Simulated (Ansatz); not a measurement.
The first iterations of a band of BCl2HO + H2 (7 atoms, charge 0, multiplicity 1).

All numbers below come from Ansatz, RKS PBE0-D4/def2-SVP.

```json
{
  "movable images": "9",
  "climbing image": "yes",
  "spring": "5.0 eV/Å²",
  "optimiser": "quadratic models (default)",
  "start path": "straight line",
  "force threshold": "0.05 eV/Å",
  "iteration limit": "44",
  "end points": "relaxed"
}
```

First end point:

```xyz
7
Properties=species:S:1:pos:R:3
B -0.029 -0.540 0.067
O -0.023 -0.765 1.387
H -0.866 -0.565 1.810
Cl 1.431 -0.844 -0.848
Cl -1.477 0.049 -0.757
H 0.082 2.564 0.789
H 0.549 2.318 1.338
```

Last end point:

```xyz
7
Properties=species:S:1:pos:R:3
B 0.052 0.609 -0.051
O 0.034 0.432 1.589
H 0.559 -0.372 1.755
Cl 1.134 -0.771 -0.569
Cl -1.714 0.395 -0.474
H 0.494 1.705 -0.269
H -0.892 0.219 1.803
```

| iteration | highest image above the first end (eV) | largest band force component (eV/Å) |
| --- | --- | --- |
| 1 | 23.273 | 110.079 |
| 2 | 9.798 | 45.092 |
| 3 | 5.419 | 21.789 |
| 4 | 3.192 | 27.522 |
| 5 | 2.154 | 6.861 |
| 6 | 2.010 | 4.286 |
| 7 | 2.638 | 6.320 |
| 8 | 2.346 | 3.837 |

Task: Does the band converge within its limit, and where does its top end?

Result: The run converged. It ended after 25 iterations with the highest image 1.775 eV above the first end. Another band between the same ends (9 images) ends at a top of the same energy, where a vibrational analysis finds 1 clearly imaginary mode. The orbitals stay closed-shell, which can raise the energy where a bond breaks towards radicals; this wasn't checked here.

Time of the run: 10 min on 1 thread of Arm Neoverse V2, on a shared host, peak memory 0.16 GiB.
